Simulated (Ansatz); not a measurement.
Reaction (ligand exchange at the Si–C bond): `C[Si](O)(Cl)C#N` + H₂S → `C[Si](O)(S)Cl` + `C#N`

Computed with Ansatz on PBE0-D4/def2-TZVP structures; ΔE is electronic, products minus reactants. CCSD(T)/CBS is the MP2 limit (def2-TZVPP, def2-QZVPP) plus CCSD(T) − MP2 in def2-TZVPP, frozen cores. This one scheme is used for every species. One conformer a species, not always the lowest.

```csv
species,MP2/CBS(def2) energy (Eh)
`C[Si](O)(Cl)C#N`,-957.28540
H₂S,-398.94045
`C[Si](O)(S)Cl`,-1262.93786
`C#N`,-93.29871
```

**Question.** Work out ΔE.

**Answer.** ΔE = (-1262.93786) + (-93.29871) − (-957.28540) − (-398.94045) = -0.01072 Eh = -6.7 kcal/mol. CCSD(T)/CBS gives -6.0 kcal/mol.

Largest T1 diagnostic among the species: 0.014.

In def2-TZVPP, CCSD(T) changes the Hartree–Fock value by −1.5 kcal/mol (the triples alone add −0.3 kcal/mol) and MP2 by −2.2 kcal/mol. The D4 term adds −1.1 kcal/mol with B3LYP and −0.5 kcal/mol with PBE0; it sums over pairs of atoms, weighted by their polarisabilities, and B3LYP, whose exchange is more repulsive, gets the larger term.

B3LYP here is the variant with VWN-RPA as its local correlation; programs differ in this.
